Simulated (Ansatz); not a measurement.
## One arrangement of a pair

The pair of F⁻ (SMILES [F-], atom 1) and H₂Te (SMILES [TeH2], atoms 2–4), both closed shells, in one local arrangement (a lower one may exist), relaxed at PBE0-D4/def2-TZVPD:

F1  (-0.593, -0.470, -1.961)
Te2  (0.474, 0.288, -0.132)
H3  (0.933, 0.660, 1.528)
H4  (-0.815, -0.478, 0.565)
(Å)

Ansatz 0.2.0; basis: def2-TZVPPD, with def2-QZVPPD for the basis limit; cores frozen in the correlated methods. Filled d shells of the heavier atoms are correlated. Core potentials replace the inner electrons of the atoms past krypton. The def2 sets are not built for correlating such inner shells, so the correlated values are less sure here. B3LYP uses VWN-RPA correlation. Extrapolation: Hartree–Fock as exp(−7.88 √X), correlation as X^−2.97. Interaction energies count from these two fragments, frozen as in the pair, with the counterpoise correction; negative means bound.

**Question.** What is the interaction energy by CCSD(T) at an estimated basis limit (MP2 extrapolated from triple and quadruple zeta, plus CCSD(T) − MP2 in triple zeta)? (To be estimated.)

**Answer.** By the calculation: -30.58 kcal/mol. Hartree–Fock alone gives -27.86 kcal/mol at the basis limit. It counts from the two fragments frozen as in the pair.

The same quantity by other methods in triple zeta, and each one's difference from that estimate:
```tsv
method	E_int (kcal/mol)	difference
PBE-D4	-32.25	-1.67
revPBE-D4	-30.76	-0.19
BLYP-D4	-29.52	1.06
r2SCAN-D4	-33.51	-2.93
B97M-V	-34.93	-4.35
PBE0-D4	-32.60	-2.02
B3LYP-D4	-30.48	0.10
HSE06-D4	-32.66	-2.09
wB97X-V	-30.47	0.11
wB97M-V	-30.61	-0.03
B2PLYP	-28.45	2.13
HF	-26.94	3.64
MP2	-26.83	3.75
CCSD	-26.85	3.72
CCSD(T)	-27.40	3.17
```
Differences are method less estimate.

**Question.** Which atoms make the shortest contact between the fragments?

**Answer.** F1 and Te2, 2.25 Å apart.

Energy to bend the free fragments (PBE0-D4 minima) into their shapes in the pair, CCSD(T)/def2-TZVPPD: H₂Te 2.66 kcal/mol. This must be added to the interaction energy to get the binding energy from relaxed fragments.

Basis-set superposition shift (counterpoise-corrected less uncorrected): CCSD(T) 1.54; MP2 1.51; HF 0.06; PBE0-D4 0.09; wB97M-V 0.10 kcal/mol.

The T1 diagnostic stays at or below 0.024.

For scale, one of the runs: CCSD(T)/def2-TZVPPD, 133 basis functions, launched by `ansatz run in.yaml --threads 2 --pin off --events-out ev --progress --plain --max-ram 5222MiB`. Time: 8 s of wall clock on 2 CPU threads; the host was shared. Peak host memory: 0.62 GiB.
